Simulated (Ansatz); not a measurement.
Steps of a relaxation of C4H10Ge (`C[CH2][Ge][CH2]C`) with RKS PBE0-D4/def2-TZVP.

```sh
$ ansatz run in.yaml --threads 2 --pin off --events-out ev --progress --plain --max-ram 32768MiB --backend cuda --devices 0, --max-vram 18GiB
```

```yaml
crystal:
  periodic: [false, false, false]
  atoms:
    - {symbol: C, position_ang: [-0.500588, 0.577738, 1.826460]}
    - {symbol: C, position_ang: [0.907876, 0.398014, 1.229659]}
    - {symbol: Ge, position_ang: [1.037224, -1.487081, 0.496936]}
    - {symbol: C, position_ang: [-0.049451, -1.222104, -1.192150]}
    - {symbol: C, position_ang: [-0.175047, 0.147226, -1.860206]}
    - {symbol: H, position_ang: [-0.747613, -0.211788, 2.569866]}
    - {symbol: H, position_ang: [-0.605996, 1.548785, 2.356197]}
    - {symbol: H, position_ang: [-1.291176, 0.547049, 1.047433]}
    - {symbol: H, position_ang: [1.676985, 0.528128, 2.019296]}
    - {symbol: H, position_ang: [1.100694, 1.161418, 0.446055]}
    - {symbol: H, position_ang: [0.299959, -1.995976, -1.911298]}
    - {symbol: H, position_ang: [-1.053750, -1.601151, -0.869026]}
    - {symbol: H, position_ang: [0.813442, 0.542317, -2.177332]}
    - {symbol: H, position_ang: [-0.813247, 0.112901, -2.770230]}
    - {symbol: H, position_ang: [-0.621313, 0.903825, -1.182360]}
basis:
  gaussian: {orbitals: def2-TZVP}
hamiltonian: {xc: pbe0, dispersion: d4}
relax: {f_tol: 0.005, max_steps: 150}
```

Positions (Å) and forces (eV/Å) along the path, 6 of 6 steps:

```xyz
15
step=1 energy=-60817.7980 eV
C    -0.501    0.578    1.826   -0.297    0.068    0.132
C     0.908    0.398    1.230    0.226    0.167    0.045
Ge    1.037   -1.487    0.497   -0.209    0.411   -0.161
C    -0.049   -1.222   -1.192   -0.195   -0.398   -0.079
C    -0.175    0.147   -1.860   -0.012    0.305   -0.134
H    -0.748   -0.212    2.570    0.146    0.355   -0.354
H    -0.606    1.549    2.356    0.077   -0.468   -0.268
H    -1.291    0.547    1.047    0.408   -0.001    0.351
H     1.677    0.528    2.019   -0.392   -0.050   -0.365
H     1.101    1.161    0.446   -0.113   -0.380    0.376
H     0.300   -1.996   -1.911   -0.155    0.404    0.310
H    -1.054   -1.601   -0.869    0.451    0.215   -0.162
H     0.813    0.542   -2.177   -0.475   -0.214    0.167
H    -0.813    0.113   -2.770    0.311   -0.017    0.456
H    -0.621    0.904   -1.182    0.230   -0.398   -0.314
15
step=2 energy=-60817.8522 eV
C    -0.497    0.574    1.822   -0.120    0.011    0.047
C     0.905    0.403    1.228    0.061    0.072   -0.057
Ge    1.021   -1.461    0.486   -0.007    0.030    0.008
C    -0.058   -1.223   -1.193   -0.093   -0.083    0.009
C    -0.170    0.143   -1.851   -0.023    0.120   -0.079
H    -0.730   -0.206    2.563    0.039    0.107   -0.103
H    -0.607    1.538    2.339    0.023   -0.142   -0.082
H    -1.276    0.528    1.050    0.108    0.007    0.108
H     1.663    0.538    2.010   -0.107   -0.054   -0.129
H     1.087    1.159    0.452   -0.032   -0.090    0.117
H     0.289   -1.983   -1.909   -0.023    0.116    0.130
H    -1.057   -1.589   -0.880    0.158    0.072   -0.047
H     0.812    0.524   -2.163   -0.140   -0.060    0.045
H    -0.803    0.115   -2.750    0.092    0.007    0.130
H    -0.603    0.890   -1.174    0.065   -0.112   -0.097
15
step=3 energy=-60817.8563 eV
C    -0.500    0.565    1.814    0.009   -0.018   -0.002
C     0.896    0.398    1.210    0.055   -0.017    0.043
Ge    1.023   -1.466    0.493   -0.043    0.074   -0.025
C    -0.058   -1.208   -1.174    0.010   -0.066   -0.028
C    -0.165    0.150   -1.845    0.020   -0.004    0.029
H    -0.722   -0.211    2.554   -0.010   -0.021    0.023
H    -0.606    1.525    2.325   -0.001    0.031    0.014
H    -1.281    0.516    1.051   -0.019   -0.006   -0.023
H     1.657    0.528    1.982    0.014    0.044    0.047
H     1.071    1.152    0.438    0.007   -0.002   -0.022
H     0.291   -1.970   -1.878   -0.016   -0.026   -0.052
H    -1.053   -1.566   -0.863   -0.025   -0.015    0.005
H     0.813    0.521   -2.159    0.033    0.012   -0.009
H    -0.795    0.115   -2.739   -0.019   -0.012   -0.020
H    -0.593    0.900   -1.179   -0.014    0.027    0.020
15
step=4 energy=-60817.8581 eV
C    -0.498    0.565    1.818   -0.010   -0.003    0.004
C     0.900    0.403    1.219    0.016   -0.003   -0.012
Ge    1.020   -1.458    0.490    0.001    0.000    0.004
C    -0.060   -1.214   -1.182   -0.002   -0.008    0.006
C    -0.165    0.147   -1.849    0.001    0.008   -0.004
H    -0.721   -0.211    2.558    0.000   -0.003    0.003
H    -0.610    1.526    2.328   -0.001    0.004    0.001
H    -1.277    0.514    1.052   -0.003    0.000   -0.003
H     1.658    0.536    1.994    0.000   -0.002    0.002
H     1.076    1.157    0.447   -0.002    0.005   -0.001
H     0.284   -1.976   -1.889    0.003   -0.001    0.000
H    -1.056   -1.570   -0.869   -0.003    0.001    0.002
H     0.814    0.517   -2.164    0.005    0.000   -0.001
H    -0.797    0.115   -2.742   -0.003    0.000   -0.004
H    -0.591    0.898   -1.180   -0.001    0.003    0.003
15
step=5 energy=-60817.8582 eV
C    -0.499    0.564    1.818   -0.007   -0.002    0.003
C     0.900    0.404    1.218    0.011    0.000   -0.009
Ge    1.020   -1.458    0.490    0.000    0.001    0.003
C    -0.061   -1.213   -1.181   -0.003   -0.006    0.003
C    -0.164    0.147   -1.850    0.000    0.005   -0.003
H    -0.719   -0.212    2.559    0.001   -0.001    0.001
H    -0.611    1.525    2.328    0.000    0.000    0.000
H    -1.278    0.510    1.052    0.000    0.000   -0.001
H     1.659    0.538    1.993   -0.001   -0.001    0.001
H     1.074    1.158    0.446   -0.002    0.001    0.002
H     0.282   -1.977   -1.888    0.001    0.001    0.000
H    -1.057   -1.567   -0.867    0.000    0.002    0.000
H     0.816    0.515   -2.166    0.001   -0.001    0.000
H    -0.797    0.115   -2.743    0.000    0.000    0.000
H    -0.588    0.899   -1.181    0.000    0.000    0.001
15
step=6 energy=-60817.8582 eV
C    -0.499    0.560    1.819    0.001    0.000   -0.001
C     0.900    0.406    1.217   -0.002    0.003   -0.001
Ge    1.020   -1.456    0.490    0.001    0.001    0.000
C    -0.063   -1.212   -1.179   -0.002    0.000   -0.001
C    -0.161    0.148   -1.852    0.000   -0.001    0.001
H    -0.715   -0.216    2.561    0.000    0.001   -0.001
H    -0.616    1.521    2.328    0.000   -0.002    0.000
H    -1.279    0.503    1.054    0.001    0.000    0.001
H     1.659    0.542    1.992   -0.001    0.000    0.000
H     1.070    1.162    0.446    0.000   -0.002    0.002
H     0.276   -1.978   -1.885   -0.001    0.001    0.000
H    -1.060   -1.560   -0.863    0.001    0.001   -0.001
H     0.821    0.510   -2.170   -0.001    0.000    0.001
H    -0.795    0.116   -2.743    0.001    0.000    0.001
H    -0.581    0.903   -1.184    0.001   -0.001   -0.001
```

Hardware: 2 threads of an AMD EPYC 7R13 on a shared host and a share of an NVIDIA H100 80 GB. Wall time 29 s, peak host memory 0.87 GiB.
